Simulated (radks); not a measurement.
Q: Cd, configuration [Kr] 4d10 5s2 (the NIST ground configuration). Calculated with a radial shooting solver on a logarithmic mesh with Libxc functionals: Dirac Kohn-Sham, PBE, spin-unpolarised, spherical densities, point nucleus. Some entries of the table are withheld. Estimate them.

orbital  occ.  eigenvalue (Ry)  <1/r> (bohr^-1)  <r^2> (bohr^2)
1s1/2       2        -1948.418            50.65        0.001250
2s1/2       2        -289.1856              (1)         0.02037
2p1/2       2              (2)            11.67         0.01520
2p3/2       4              (3)            10.94         0.01652
3s1/2       2        -53.90126            4.105          0.1468
3p1/2       2        -45.89701            4.011          0.1420
3p3/2       4        -43.37072            3.832          0.1508
3d3/2       4        -29.21125            3.671          0.1318
3d5/2       6        -28.69792            3.625          0.1344
4s1/2       2         -7.77986            1.581          0.8760
4p1/2       2              (4)            1.459           1.011
4p3/2       4              (5)            1.401           1.080
4d3/2       4              (6)              (7)           1.993
4d5/2       6              (8)              (9)           2.063
5s1/2       2         -0.41600           0.4439            (10)

A: 
(1) 2s1/2 <1/r> (bohr^-1): 11.69
(2) 2p1/2 eigenvalue (Ry): -269.2074
(3) 2p3/2 eigenvalue (Ry): -255.0616
(4) 4p1/2 eigenvalue (Ry): -5.21490
(5) 4p3/2 eigenvalue (Ry): -4.78691
(6) 4d3/2 eigenvalue (Ry): -0.89318
(7) 4d3/2 <1/r> (bohr^-1): 1.063
(8) 4d5/2 eigenvalue (Ry): -0.84200
(9) 4d5/2 <1/r> (bohr^-1): 1.046
(10) 5s1/2 <r^2> (bohr^2): 9.761
